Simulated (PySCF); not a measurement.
C7H9O3 (charge -1).
Atom-mapped SMILES: `[CH3:1][O:2][C@:3]12[CH2:4][C@:5]([C:6](=[O:7])[O-:8])([CH2:9]1)[CH2:10]2`

Definitions: NICS(0) = −σiso at the ring centroid; NICS(1) = −σiso and NICS(1)zz = −σzz at ±1 Å along the ring normal z. Level: GIAO PBE0/pcSseg-1 (PySCF, non-relativistic, gas phase) on the GFN2-xTB geometry, one conformer.

Ring bond lengths (Å), with Mayer bond orders in brackets: C3–C4 1.532 (0.94), C4–C5 1.554 (0.91), C5–C9 1.552 (0.89), C9–C3 1.525 (0.98); C3–C4 1.532 (0.94), C4–C5 1.554 (0.91), C5–C10 1.554 (0.91), C10–C3 1.532 (0.94).

**Question.** Give the NICS values of each ring in ppm.

**Answer.** 
```
        ring                                            type  NICS(0)  NICS(1), two faces  NICS(1)zz, two faces  rms pucker (Å)  centre to ring atoms, mean (Å)
 C3–C4–C5–C9  4-membered carbocycle; formal bonds all single    -18.8        -5.0 / -35.3          -4.4 / -29.7            0.31                            1.04
C3–C4–C5–C10  4-membered carbocycle; formal bonds all single    -19.0        -5.6 / -35.1          -4.4 / -28.9            0.31                            1.04
```

**Question.** What can be read from them?

**Answer.** 
- C3–C4–C5–C9: mean NICS(1)zz -17.0 ppm, shielded. C3, C4, C5, C9 have four or more neighbours, and the NICS criterion for π rings isn't applied. The two faces differ by 25.3 ppm, so no symmetry operation interchanges them.
- C3–C4–C5–C10: mean NICS(1)zz -16.6 ppm, shielded. C3, C4, C5, C10 have four or more neighbours, so the value isn't read as a sign of a π ring current. The two faces differ by 24.5 ppm, so no symmetry operation interchanges them.

**Question.** What is the mean of the two in-plane components of NICS at the first NICS(1) probe listed for ring C3–C4–C5–C10, 1 Å off the ring?

**Answer.** The isotropic value is a third of the trace: (3 × -5.6 − (-4.4))/2 = -6.2 ppm.

**Question.** How shielded are the nuclei of the rings and their hydrogens (means over atoms taken as equivalent)?

**Answer.** 
```json
{"atoms": "C3", "environment": "sp3 carbon bound to oxygen", "σ isotropic (ppm)": "117.3"}
{"atoms": "C4 (×3)", "environment": "four-membered-ring carbon", "σ isotropic (ppm)": "135.7"}
{"atoms": "C5", "environment": "sp3 carbon at a ring junction", "σ isotropic (ppm)": "158.3"}
{"atoms": "H on C4 (×6)", "environment": "methylene hydrogen", "σ isotropic (ppm)": "30.38"}
```

Shape of the structure used: `[CH3:1][O:2][C@:3]12[CH2:4][C@:5]([C:6](=[O:7])[O-:8])([CH2:9]1)[CH2:10]2`: C1–O2–C3–C4 -61°, C4–C5–C6–O7 59°.
